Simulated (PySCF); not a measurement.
```xyz
4
charge 0 multiplicity 3, angstrom
Mo    0.0000    0.0000   -0.1893
S     0.0000    0.0000    1.9168
F     1.6198    0.0000   -1.1198
F    -1.6198    0.0000   -1.1198
```

All numbers come from UB3LYP in PySCF with Mo def2-SVP with ECP28, S def2-SVP, F def2-SVP; scalar-relativistic core potentials, no spin–orbit coupling; density-fitted integrals.

This geometry of MoSF₂ is a stationary point at this level.

(1) What is the point group?

(2) Is it a minimum?

(3) List the harmonic modes with their infrared intensities.

(4) What is the atomisation energy, with and without zero-point energy?

## Answers

(1) C2v.

(2) Yes: all harmonic wavenumbers are real.

(3) 
```json
{"symmetry": "b1", "ω (cm⁻¹)": "119", "IR (km/mol)": "13.0"}
{"symmetry": "b2", "ω (cm⁻¹)": "134", "IR (km/mol)": "4.2"}
{"symmetry": "a1", "ω (cm⁻¹)": "161", "IR (km/mol)": "3.5"}
{"symmetry": "a1", "ω (cm⁻¹)": "561", "IR (km/mol)": "15.8"}
{"symmetry": "a1", "ω (cm⁻¹)": "676", "IR (km/mol)": "133"}
{"symmetry": "b2", "ω (cm⁻¹)": "686", "IR (km/mol)": "159"}
```

(4) 1462 kJ/mol without, 1448 kJ/mol with.

This need not be the most stable arrangement of these atoms. Open d and f shells are described by one determinant, and the ground state may have another occupation or spin.
